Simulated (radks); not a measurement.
All-electron atom: Gd3+ in [Xe] 4f7. All-electron calculation, non-relativistic Kohn-Sham, exchange-only PBE, spin-polarised, spherical densities, point nucleus; open shells are filled with parallel spins first (spin-orbit coupling, left out, can overturn this in heavy ions); relativity is left out, which matters for an element this heavy. Program: a radial shooting solver on a logarithmic mesh with Libxc functionals. Some entries of the table are withheld. Estimate them.

orbital  occ.  eigenvalue (hartree)  <1/r> (bohr^-1)
1s up       1             -1731.023            63.46
1s down     1             -1731.023            63.46
2s up       1             -276.3952            14.75
2s down     1             -276.3919            14.75
2p up       3             -263.0076            14.78
2p down     3             -263.0058            14.78
3s up       1             -61.69459            5.558
3s down     1             -61.56679            5.566
3p up       3             -55.73208            5.498
3p down     3             -55.61574            5.506
3d up       5             -44.61738            5.398
3d down     5             -44.53373            5.405
4s up       1             -12.96196            2.373
4s down     1             -12.71296            2.371
4p up       3             -10.63254            2.280
4p down     3             -10.38419            2.277
4d up       5                   (1)            2.076
4d down     5                   (2)            2.071
5s up       1                   (3)           0.9383
5s down     1                   (4)           0.9147
5p up       3                   (5)           0.8372
5p down     3                   (6)           0.8115
4f up       7              -1.42008            1.590
4f down     0              -1.19559            1.549

Answer. 
(1) 4d up eigenvalue (hartree): -6.48080
(2) 4d down eigenvalue (hartree): -6.23411
(3) 5s up eigenvalue (hartree): -2.49858
(4) 5s down eigenvalue (hartree): -2.38979
(5) 5p up eigenvalue (hartree): -1.84951
(6) 5p down eigenvalue (hartree): -1.76424
